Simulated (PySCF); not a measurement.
# Ag (silver, neutral) across methods

[Kr] 4d10 5p1, 2P determinant (an excited configuration). Computed with PySCF 2.14 in def2-TZVPPD with the def2 core potential (28 electrons), with scalar relativity through the core potential.

| method | E (hartree) | mean ε 4d β (eV) | mean ε 4d α (eV) | mean ε 5p α (eV) | Σ⟨r²⟩ (bohr²) | ⟨S²⟩ |
| --- | --- | --- | --- | --- | --- | --- |
| UHF | -146.00115 | -15.878 | -15.875 | -3.241 | 58.07 | 0.754 |
| r2SCANh | -146.8625 | -10.014 | -10.061 | -2.174 | 55.72 | 0.756 |
| BLYP | -146.7997 | -8.967 | -9.016 | -1.782 | 55.79 | 0.753 |
| MN15 | -146.5339 | -11.790 | -11.850 | -2.560 | 55.15 | 0.757 |
| LDA | -146.5604 | -9.296 | -9.366 | -1.970 | 55.42 | 0.752 |
| revPBE | -146.8945 | -9.003 | -9.068 | -1.915 | 56.10 | 0.754 |
| PBE | -146.8418 | -9.068 | -9.138 | -1.929 | 55.89 | 0.753 |
| PBE0 | -146.8298 | -10.976 | -11.030 | -2.367 | 56.21 | 0.753 |

(1) Estimate the same row for r2SCAN.

Energies and moments cover only the electrons outside the core potential.

## Answers

(1) E (hartree) = -146.8760; mean ε 4d β (eV) = -9.268; mean ε 4d α (eV) = -9.319; mean ε 5p α (eV) = -2.014; Σ⟨r²⟩ (bohr²) = 55.62; ⟨S²⟩ = 0.757.
